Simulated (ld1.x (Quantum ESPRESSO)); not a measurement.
## aluminium (Al): excitation energies, all-electron against PAW

```json
{
  "Element": "Al",
  "Generator": "ld1.x (Quantum ESPRESSO) 7.5",
  "Type": "PAW",
  "Functional": "PW91",
  "Relativity": "scalar-relativistic",
  "Frozen core": "[Ne]",
  "Valence charge": "3",
  "Reference configuration": "3s2 3p1",
  "Partial waves": "3s (bound): rcut 1.85, rcutus 1.95 bohr; 3s channel at 3.4 Ry: rcut 1.85, rcutus 1.95 bohr; 3p (bound): rcut 2.00, rcutus 2.40 bohr; 3p channel at 1.75 Ry: rcut 2.00, rcutus 2.40 bohr; 3d channel at 0.3 Ry: rcut 2.05, rcutus 2.35 bohr; 3d channel at 3 Ry: rcut 2.05, rcutus 2.35 bohr",
  "Local potential": "all-electron potential smoothed inside 1.55 bohr (lloc = -1)",
  "Core correction": "a·sin(br)/r model core, default radius (core density twice the valence density)",
  "Augmentation charge": "PSQ, inside the norm-conserving radii"
}
```

Energies are relative to the spin-unpolarised reference configuration 3s2 3p1; without spin polarisation the order of configurations can differ from experiment.

```csv
valence configuration,charge,ΔE all-electron (eV),error AE − PS (meV)
3s2 3p0,+1,5.803,-0.9
3s2 3p0.5,+0.5,2.103,-0.1
3s1 3p1,+1,11.616,-4.0
3s0 3p3,0,10.469,-4.9
3s1 3p2,0,5.150,-1.4
3s2 3p1.3,-0.3,-0.583,0.0
```

Problem. What are ΔE and the potential's error for 3s1 3p0?

Solution. ΔE = 25.081 eV all-electron; the error (AE − PS) is -20 meV.

Levels in the configuration 3s2 3p0.5:

```json
{"level": "3s", "all-electron (eV)": "-11.141", "pseudo (eV)": "-11.142"}
{"level": "3p", "all-electron (eV)": "-5.742", "pseudo (eV)": "-5.743"}
```
